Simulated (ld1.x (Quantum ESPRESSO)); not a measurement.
# Plane-wave convergence, TM potential for oxygen (O)

O (Z = 8), norm-conserving Troullier–Martins (Kleinman–Bylander form), made with ld1.x (Quantum ESPRESSO) 7.5 (LDA (PZ), non-relativistic). Core [He], reference 2s2 2p1 (charge +3). Waves: 2p (bound): rc 1.05 bohr; 2s (bound): rc 0.55 bohr. Local part: the s channel. Core correction: none.

The pseudo-atom Hamiltonian at the reference potential is diagonalised in spherical Bessel functions j_l(qr) that vanish at 20 bohr, with q² up to the cutoff. All-electron valence levels (Ry): 2p -4.7801, 2s -5.8085.

Q: How do the lowest levels (Ry) of each channel move with the cutoff, and are there ghosts?

A:

| cutoff (Ry) | p #1 | p #2 | s #1 | s #2 | d #1 | f #1 | f #2 | Σ f·Δε (mRy) |
| --- | --- | --- | --- | --- | --- | --- | --- | --- |
| 8 | -3.0142 | -1.0993 | -5.3747 | -1.6699 | -1.1984 | -0.5850 | -0.3716 | 2625.0 |
| 25 | -4.0681 | -1.3611 | -5.4707 | -1.7068 | -1.2492 | -0.5862 | -0.3726 | 1378.9 |
| 50 | -4.5839 | -1.4788 | -5.6284 | -1.7386 | -1.2516 | -0.5863 | -0.3726 | 547.8 |
| 100 | -4.7768 | -1.5207 | -5.6503 | -1.7435 | -1.2522 | -0.5863 | -0.3726 | 311.1 |
| 180 | -4.7798 | -1.5214 | -5.7627 | -1.7710 | -1.2527 | -0.5863 | -0.3726 | 83.3 |
| 400 | -4.7801 | -1.5215 | -5.8042 | -1.7818 | -1.2528 | -0.5863 | -0.3726 | 0.0 |

Result: no extra level below or beside the all-electron valence levels (p, s, d, f tested); 10 mRy is reached at 260 Ry and 1 mRy at over 300 Ry.

Its largest configuration-test error is +541 meV.
